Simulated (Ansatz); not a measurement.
One change: `C=C(Cl)CF` becomes `C=C(Cl)[SiH2][AlH2]`.

Ansatz, PBE0-D4/def2-TZVP geometries, multiplicity 1. Each molecule was computed in one conformer, which needn't be the lowest. `C=C(Cl)[SiH2][AlH2]` holds a close contact that its SMILES doesn't draw: Al···Cl 2.59 Å.

```csv
property,`C=C(Cl)CF`
HOMO energy (ωB97M-V/def2-TZVPP) / eV,-9.83
HOMO energy (PBE/def2-TZVPP) / eV,-6.44
LUMO energy (ωB97M-V/def2-TZVPP) / eV,1.87
size of the dipole moment (ωB97M-V/def2-TZVPP) / D,0.23
HOMO–LUMO gap (B3LYP/def2-TZVPP) / eV,6.90
HOMO–LUMO gap (ωB97M-V/def2-TZVPP) / eV,11.70
```

Q: Give the same properties after the change, and the shifts. (An estimate is asked.)

A: The calculation gave: 
| property | `C=C(Cl)[SiH2][AlH2]` | shift |
| --- | --- | --- |
| HOMO energy (ωB97M-V/def2-TZVPP) / eV | -9.22 | 0.61 |
| HOMO energy (PBE/def2-TZVPP) / eV | -6.17 | 0.27 |
| LUMO energy (ωB97M-V/def2-TZVPP) / eV | 0.73 | -1.14 |
| size of the dipole moment (ωB97M-V/def2-TZVPP) / D | 2.11 | 1.88 |
| HOMO–LUMO gap (B3LYP/def2-TZVPP) / eV | 5.72 | -1.18 |
| HOMO–LUMO gap (ωB97M-V/def2-TZVPP) / eV | 9.95 | -1.75 |

With PBE0 the HOMO rises by 0.39 eV and the LUMO falls by 0.90 eV, so the gap narrows by about 1.29 eV. PBE moves the HOMO by 0.27 eV and ωB97M-V by 0.61 eV. Dipoles are sizes alone; their direction can turn.

B3LYP here is the variant with VWN-RPA as its local correlation; programs differ in this.
